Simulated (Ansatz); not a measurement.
```yaml
crystal:
  periodic: [false, false, false]
  atoms:
    - {symbol: W, position_ang: [-0.000001, -0.000001, -0.000006]}
    - {symbol: Br, position_ang: [-0.012522, -0.014145, 2.531751]}
    - {symbol: Br, position_ang: [0.012522, 0.014148, -2.531755]}
    - {symbol: Br, position_ang: [2.531772, 0.009504, 0.022203]}
    - {symbol: Br, position_ang: [-2.531773, -0.009504, -0.022205]}
    - {symbol: Br, position_ang: [0.000065, 2.531840, 0.004451]}
    - {symbol: Br, position_ang: [-0.000063, -2.531840, -0.004450]}
basis:
  gaussian: {orbitals: def2-TZVPD, initial_orbitals: start.molden}
total_charge: -1
magnetization: {spin_polarized: true, initial_magnetization: 1}
hamiltonian: {xc: pbe0, dispersion: d4}
scf: {omitted_lower_state_checks: [starts]}
output: {orbitals: {seedname: orbitals}}
```

The file start.molden holds the orbitals of an earlier run on this structure, at another level or in another basis.

```sh
$ ansatz run in.yaml --threads 4 --pin off --events-out ev --progress --plain --max-ram 4787MiB
```

Question: Does this run fit into the memory that it is given?

Answer: No. It has 385 basis functions, and Ansatz plans for 8 GiB where 5 GiB are given.
